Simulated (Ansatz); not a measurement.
CH₄AlNO (`N[C](=O)[AlH2]`), relaxed with RKS PBE0-D4/def2-TZVP in Ansatz from a PBE-D4/def2-SVP geometry. The force threshold is 0.005 eV/Å; the program also tests the step.

Charge 0, multiplicity 1.

Start:

```xyz
8

N    -0.085   -1.385   -0.484
C     0.465   -0.411    0.309
O     1.391   -0.645    1.093
Al   -0.232    1.493    0.224
H    -0.847   -1.183   -1.131
H     0.276   -2.344   -0.428
H     0.461    2.560    1.187
H    -1.428    1.915   -0.769
```

By how much does the energy fall, and how many steps does the optimiser take? (Estimate.)

Ansatz gave: 0.03 eV, in 4 steps.

Which bonds change most? (Best estimate.)

Ansatz gave: Al4–H8 from 1.611 to 1.593 Å; Al4–H7 from 1.595 to 1.578 Å; N1–H6 from 1.026 to 1.010 Å; N1–H5 from 1.020 to 1.004 Å.

Give the relaxed structure. (Estimate.)

The calculation gave: 
```xyz
8

N    -0.087   -1.372   -0.481
C     0.457   -0.405    0.303
O     1.372   -0.647    1.076
Al   -0.223    1.489    0.230
H    -0.838   -1.172   -1.117
H     0.271   -2.315   -0.428
H     0.455    2.551    1.179
H    -1.407    1.871   -0.764
```
